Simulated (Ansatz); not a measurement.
Gas-phase electronic energies from Ansatz, PBE0-D4/def2-TZVP geometries. CCSD(T)/CBS is the MP2 limit (def2-TZVPP, def2-QZVPP) plus CCSD(T) − MP2 in def2-TZVPP, frozen cores. This one scheme is used for every species. DFT in def2-TZVPP. B3LYP here is the variant with VWN-RPA as its local correlation; programs differ in this. def2 core potentials past Kr. For Se, Sn outer-core shells are correlated without core-valence functions, which leaves a few kJ/mol of doubt a bond. Scalar relativity is left out up to krypton. Each species was taken in one conformer, which may not be the lowest.

`C[O][SnH]([CH3])[SeH]` + H₂ → `C[O][SnH2][SeH]` + CH₄  (hydrogenolysis of the Sn–C bond)

| level | ΔE (kJ/mol) | difference from CCSD(T)/CBS |
| --- | --- | --- |
| PBE-D4 | -31.2 | -5.6 |
| r2SCAN-D4 | -32.9 | -7.3 |
| PBE0-D4 | -34.5 | -8.9 |
| B3LYP-D4 | -34.8 | -9.2 |
| ωB97X-V | -35.1 | -9.5 |
| ωB97M-V | -33.8 | -8.2 |
| B2PLYP | -36.5 | -10.9 |
| PBE | -36.7 | -11.1 |
| r2SCAN | -34.5 | -8.9 |
| PBE0 | -39.5 | -13.9 |
| B3LYP | -43.5 | -17.9 |
| HF/def2-TZVPP | -55.9 | -30.3 |
| MP2/def2-TZVPP | -21.9 | 3.7 |
| SCS-MP2/def2-TZVPP | -28.7 | -3.1 |
| CCSD/def2-TZVPP | -34.8 | -9.2 |
| CCSD(T)/def2-TZVPP | -30.1 | -4.5 |
| HF/def2-QZVPP | -55.6 | -30.0 |
| MP2/def2-QZVPP | -19.3 | 6.3 |
| SCS-MP2/def2-QZVPP | -26.3 | -0.7 |
| HF/CBS(def2) | -55.6 | -30.0 |
| MP2/CBS(def2) | -17.5 | 8.1 |
| CCSD/CBS(def2) | -30.4 | -4.8 |
| CCSD(T)/CBS | -25.6 | 0 |

Largest T1 diagnostic among the species: 0.012.

In def2-TZVPP, CCSD(T) changes the Hartree–Fock value by +25.8 kJ/mol (the triples alone add +4.7 kJ/mol) and MP2 by +34.0 kJ/mol. The D4 term adds +8.7 kJ/mol with B3LYP and +5.0 kJ/mol with PBE0; it sums over pairs of atoms, weighted by their polarisabilities, and B3LYP, whose exchange is more repulsive, gets the larger term.
